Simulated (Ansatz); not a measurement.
Reaction (formal hydrolysis of a Zr–N bond): `[NH2][Zr]([OH])([F])[F]` + H₂O → `[OH][Zr]([OH])([F])[F]` + NH₃

Gas-phase electronic energies from Ansatz, PBE0-D4/def2-TZVP geometries. CBS: MP2 limit from def2 TZ/QZ plus the TZ coupled-cluster correction, frozen cores. This one scheme is used for every species. Functionals use def2-TZVPP. Elements past krypton have def2 core potentials. For Zr outer-core shells are correlated without core-valence functions, which leaves a few kJ/mol of doubt a bond. Each species was taken in one conformer, which may not be the lowest.

```tsv
level	ΔE (kcal/mol)	difference from CCSD(T)/CBS
BLYP-D4	-16.6	-0.3
r2SCAN-D4	-17.1	-0.8
B97M-V	-17.7	-1.4
PBE0-D4	-16.2	0.1
r2SCAN0-D4	-16.9	-0.6
BHLYP-D4	-17.3	-1.0
ωB97M-V	-17.2	-0.9
revPBE	-16.2	0.1
PBE0	-16.5	-0.2
CAM-B3LYP	-18.2	-1.9
LC-ωPBE	-18.0	-1.7
CCSD/def2-SVP	-19.6	-3.3
SCS-MP2/def2-TZVPP	-17.1	-0.8
CCSD/def2-TZVPP	-16.8	-0.5
SCS-MP2/def2-QZVPP	-16.9	-0.6
CCSD/CBS(def2)	-16.5	-0.2
CCSD(T)/CBS	-16.3	0
```

Largest T1 diagnostic among the species: 0.017.

At CCSD(T), def2-SVP lies −3.2 kcal/mol from the extrapolated value and def2-TZVPP −0.2 kcal/mol. In def2-TZVPP, CCSD(T) changes the Hartree–Fock value by +2.0 kcal/mol (the triples alone add +0.2 kcal/mol) and MP2 by +1.8 kcal/mol.
